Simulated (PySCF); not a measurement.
Isomers of C4H11AsGe, from PySCF 2.14.0, PBE0-D3(BJ)/def2-SVP geometry optimisation, gas phase. One conformer each, no zero-point energy, no frequencies.

Question: Which isomer lies lowest at this level?
A. `[CH2:1]=[CH:2][CH2:3][CH2:4][AsH:5][GeH3:6]` with C1–C2–C3–C4 -119°, C2–C3–C4–As5 -63°, C3–C4–As5–Ge6 -168°: A = 4408, B = 546.7, C = 518.6 MHz, dipole 1.01 D
B. `[CH2:1]=[C:2]([CH3:3])[GeH2:4][AsH:5][CH3:6]` with C1–C2–Ge4–As5 111°, C2–Ge4–As5–C6 -67°: A = 2238, B = 905.6, C = 844.4 MHz, dipole 0.93 D
C. `[CH3:1][C@@H:2]1[CH2:3][CH2:4][Ge@H:5]1[AsH2:6]` with C4–Ge5–As6–H 65° and 157°, C1–C2–C3–C4 -150°, C2–C3–C4–Ge5 24°, C3–C4–Ge5–As6 -139°, C1–C2–Ge5–C4 140°: A = 3155, B = 809.3, C = 715.0 MHz, dipole 1.01 D

Answer: C. That is `C[C@@H]1C[CH2][Ge@H]1[AsH2]`, 6.3 kcal/mol below the next.

| SMILES | mapped SMILES | E (Eh) | relative (kcal/mol) | relative (kJ/mol) | dipole (D) |
| --- | --- | --- | --- | --- | --- |
| C[C@@H]1C[CH2][Ge@H]1[AsH2] | [CH3:1][C@@H:2]1[CH2:3][CH2:4][Ge@H:5]1[AsH2:6] | -4470.55274 | 0.0 | 0.0 | 1.01 |
| C=[C](C)[GeH2][AsH]C | [CH2:1]=[C:2]([CH3:3])[GeH2:4][AsH:5][CH3:6] | -4470.54276 | 6.3 | 26.2 | 0.93 |
| C=CCC[AsH][GeH3] | [CH2:1]=[CH:2][CH2:3][CH2:4][AsH:5][GeH3:6] | -4470.53115 | 13.5 | 56.7 | 1.01 |

As drawn, the lowest has a four-membered ring, which the highest lacks; the highest has a C=C bond outside aromatic rings, which the lowest lacks.
